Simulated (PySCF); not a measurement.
# Correlation energy of Ca (calcium, neutral)

[Ar] 4s1 4p1, high-spin 3P determinant (an excited configuration). Computed with PySCF 2.14 in ANO-RCC-VTZP, with scalar relativity by spin-free X2C-1e. Frozen: [Ne]; 10 electrons correlated.

MP2 pair energies summed by pair of shells (mhartree):

```csv
pair,energy,share (%)
3p-3p,-163.07,72.0
3s-3p,-38.03,16.8
3p-4s,-10.19,4.5
3s-3s,-8.27,3.7
3p-4p,-4.61,2.0
4s-4p,-1.35,0.6
3s-4s,-0.54,0.2
3s-4p,-0.31,0.1
```

Total MP2 correlation energy: -226.38 mhartree.

Same-spin part -62.91 and opposite-spin part -163.47 mhartree; SCS-MP2 scales them by 1/3 and 6/5 to -217.13 mhartree.

The basis was made for the ground configuration and has no added diffuse functions, which can raise the energy of the promoted electron.
